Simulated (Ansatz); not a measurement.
`Cl[SiH2][S][GeH2][Cl]` + H–F → `F[SiH2]Cl` + `[SH][GeH2][Cl]`  (ligand exchange at the Si–S bond)

Computed with Ansatz on PBE0-D4/def2-TZVP structures; ΔE is electronic, products minus reactants. CCSD(T)/CBS adds triple-zeta CCSD(T) − MP2 to the extrapolated MP2 energy (def2 sets, frozen cores). This one scheme is used for every species. Functionals use def2-TZVPP. For Ge outer-core shells are correlated without core-valence functions, which leaves a few kJ/mol of doubt a bond. Scalar relativity is left out up to krypton. Each species was taken in one conformer, which may not be the lowest.

CCSD(T)/CBS gives -67.4 kJ/mol.

Problem. Another level gave -73.9 kJ/mol. Which?
A. MP2/def2-TZVPP
B. PBE0-D4/def2-TZVPP
C. CCSD/def2-TZVPP
D. r2SCAN-D4/def2-TZVPP

Solution. D. r2SCAN-D4 -73.9, MP2/def2-TZVPP -65.3, PBE0-D4 -60.2, CCSD/def2-TZVPP -78.6 kJ/mol.

Largest T1 diagnostic among the species: 0.010.

In def2-TZVPP, CCSD(T) changes the Hartree–Fock value by +31.3 kJ/mol (the triples alone add +5.8 kJ/mol) and MP2 by +38.8 kJ/mol. The D4 term adds +19.3 kJ/mol with B3LYP and +10.8 kJ/mol with PBE0; it sums over pairs of atoms, weighted by their polarisabilities, and B3LYP, whose exchange is more repulsive, gets the larger term.

B3LYP here is the variant with VWN-RPA as its local correlation; programs differ in this.
